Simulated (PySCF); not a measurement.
**Excitation energy of Ne+ by level of theory**

Ne+ [He] 2s2 2p5 (2P) → Ne+ [He] 2s1 2p6 (2S), as a difference of total energies. All numbers are calculated (PySCF 2.14, scalar relativity by spin-free X2C-1e, in ANO-RCC-VTZP (4s3p2d1f, 30 functions)). Correlated levels: valence and next inner shell: nothing frozen. The calculations carry no spin-orbit coupling.

```tsv
method	excitation energy (eV)
UHF	29.701
MP2 (valence and next inner shell)	27.528
SCS-MP2 (valence and next inner shell)	27.407
CCSD (valence and next inner shell)	27.167
CCSD(T) (valence and next inner shell)	27.034
```

Errors of the correlated levels include the incompleteness of this basis.

Problem. Which method comes closest to the reference value, and which is furthest?

Solution. The reference is 26.878 eV (measured; NIST levels, between the centres of gravity of the two terms). Closest: CCSD(T) (valence and next inner shell) (error 0.156 eV); furthest: UHF (error 2.823 eV).
